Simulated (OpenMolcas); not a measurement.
Rh5+ among 6 point charges of -1 e arranged as an octahedron (Oh).

```json
{"Program": "OpenMolcas 26.06", "Method": "CASSCF", "Basis": "ANO-RCC-VDZP [6s5p3d1f]", "Scalar Hamiltonian": "DKH2, point nucleus", "Active space": "4 electrons in 5 orbitals (4d)", "State averaging": "2S+1 = 5 even, 5 roots; 2S+1 = 3 even, 45 roots; 2S+1 = 1 even, 50 roots", "Spin-orbit coupling": "state interaction with AMFI integrals over the reference wave functions"}
```

All point charges move together. At R = 1.64 Å |10Dq| is 7279 cm-1, and at R = 1.8 Å it is 4687 cm-1.

Question: A third run gives 3101 cm-1. What distance was it run at?

Answer: With a power law R^-n the two known points give n = -ln(4687 / 7279) / ln(1.8 / 1.64) = 4.73. Then R = 1.64 × (7279 / 3101)^(1/4.73) = 1.964 Å. The run was at 1.96 Å, so the estimate is off by +0.004 Å.

An orbital doublet at a regular site is open to a Jahn-Teller distortion, which this geometry leaves out. Without dynamic correlation the repulsion within the d shell is too large (B by tens of per cent), so at a given field states of lower spin stand too high. Point charges give a weaker field than real ligands, and real ions of this kind are as a rule low spin; the high spin found here belongs to the model. This field is weak: 10Dq is about 7279 cm-1, while octahedral complexes of 4d ions of charge 3 and more, computed by the same method with explicit ligands, had a median near 25000 cm-1. Ground spin and moment need not be those of a real site (figures for R = 1.64; the like holds for R = 1.8, R = 1.96). The ground term spreads over less than 5000 cm-1, several times less than with real ligands, so orbital moments are less quenched and χT lies further from the spin-only value than at real sites (holds for R = 1.8; R = 1.96). Spin-orbit coupling mixes the spin-free states strongly: the lowest level takes only 68 % from its leading state, 5E (holds for R = 1.96). Point charges carry no covalency, so the field is a model and not that of real ligands. No measured value stands beside these numbers.
